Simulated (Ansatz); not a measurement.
C2H6InO, SMILES `C[CH2][In][OH]` radical. Total charge 0; spin multiplicity 2. Correlated methods include outer-core shells of In, which these sets cover unevenly. In takes the def2 core potential.

Z-matrix (Å, degrees):
```
C
C 1 1.514
H 1 1.093 2 112.0
H 1 1.097 2 110.7 3 119.4
H 1 1.092 2 112.0 3 -120.5
In 2 2.244 1 109.7 3 66.3
H 2 1.090 1 113.8 3 -54.2
H 2 1.093 1 113.1 3 -178.9
O 6 2.019 2 106.7 1 28.6
H 9 0.959 6 116.0 2 178.9
```

Give the diagnostics of a CCSD(T)/def2-TZVPP run (frozen core, Ansatz 0.2.0). (Estimate.)

Computed: T1 = 0.0181, largest single amplitude 0.059, largest double 0.027, (T) share of the correlation energy 3.5 %, 13 CCSD cycles. ⟨S²⟩ of the UHF reference is 0.790 against 0.75 for a pure state. T1 lies under the customary mark of 0.045 for open shells.
